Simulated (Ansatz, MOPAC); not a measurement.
stibine (SMILES [SbH3]) and C2H4 (SMILES C=C) are pulled apart as rigid monomers along the line of their centres of mass, from the B3LYP-D3(BJ)/def2-TZVP minimum. Starting geometry (charge 0, multiplicity 1):
| atom | x (Å) | y (Å) | z (Å) |
|---|---|---|---|
| Sb | 0.6126 | -0.1406 | 0.6466 |
| H | 1.1955 | 0.4873 | -0.8452 |
| H | 1.9767 | 0.4665 | 1.4844 |
| H | -0.2803 | 1.2875 | 0.9520 |
| C | -0.1213 | 0.5440 | 4.2550 |
| C | -0.2748 | -0.7645 | 4.1100 |
| H | 0.8436 | 0.9833 | 4.4763 |
| H | -0.9534 | 1.2298 | 4.1516 |
| H | -1.2388 | -1.2043 | 3.8851 |
| H | 0.5577 | -1.4502 | 4.2111 |

Interaction energies with rigid monomers; basis-set methods are counterpoise corrected unless marked otherwise.

Cores are frozen in the correlated methods. Filled d and f shells under p-block atoms count as core. The state reached by AM1, PM7 isn't checked; PM7 holds dispersion and hydrogen-bond terms.

The values were computed with Ansatz (a first-principles code); MOPAC for AM1, PM7 (differences of heats of formation). Each number belongs to the level named beside it. In def2 rows elements past Kr take small-core potentials, without spin–orbit coupling.

```tsv
Sb1···C6 (Å)	AM1 (meV)	PM7 (meV)	PBE/def2-TZVPPD (meV)	wB97M-V/def2-TZVPPD (meV)	CCSD(T)/def2-TZVPPD (meV)
3.27	35.9	165.1	23.5	-43.2	1.7
3.63	15.1	2.2	-29.1	-83.3	-58.5
4.17	-0.9	?	-31.7	-61.0	-53.1
5.06	-3.6	-15.9	-13.3	?	-22.0
6.51	-1.2	-1.7	-2.5	-5.5	-5.2
```

Problem. Complete the blanks.

Solution. 
- 4.17, PM7 (meV): -67.6
- 5.06, wB97M-V/def2-TZVPPD (meV): -23.8
